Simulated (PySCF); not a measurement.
A GIAO shielding run with PySCF (density fitting, non-relativistic, gas phase) on `CC(C)(C)[C@H]1COBO1`, C6H13BO2:

```
$ OMP_NUM_THREADS=1 python probes_run.py task.json out

{"job": {"kind": "nmr", "xc": "B3LYP", "basis": "pcSseg-1", "pop": false}, "charge": 0, "multiplicity": 1}
C     -1.293096    -1.147001    -0.743032
C     -1.273011     0.293880    -0.231617
C     -1.714520     0.349152     1.231267
C     -2.215707     1.146129    -1.083294
C      0.140909     0.891656    -0.339314
C      1.257407     0.142702     0.426940
O      2.187169    -0.271103    -0.560502
B      1.752349     0.186108    -1.763906
O      0.588510     0.886369    -1.692754
H     -1.000770    -1.191015    -1.802646
H     -2.306105    -1.568848    -0.656745
H     -0.616320    -1.803569    -0.173365
H     -1.079700    -0.272240     1.882550
H     -1.689954     1.381031     1.617699
H     -2.746686    -0.019917     1.333351
H     -1.886097     1.160975    -2.132043
H     -3.240890     0.746517    -1.045824
H     -2.245362     2.186773    -0.722161
H      0.084891     1.943740    -0.009480
H      0.884610    -0.742338     0.965276
H      1.766021     0.790235     1.158095
H      2.339629    -0.009941    -2.792359
```

Hardware: 1 thread of an Arm Neoverse N1, shared host. The job also computes ring-centre shieldings.

Task: How large is the calculation?

Result: 70 electrons, 218 basis functions and 1122 auxiliary functions.

Task: How long does it take, and how much memory does it need?

Result: 79 s of wall time, with 14 SCF cycles and 4 response iterations; peak memory 1.1 GiB. Times on a shared host scatter by some tens of per cent.

Task: And these other runs on the same molecule and hardware: GIAO shielding at PBE0/pcSseg-1?

Result: PBE0/pcSseg-1: 218 functions, 98 s.
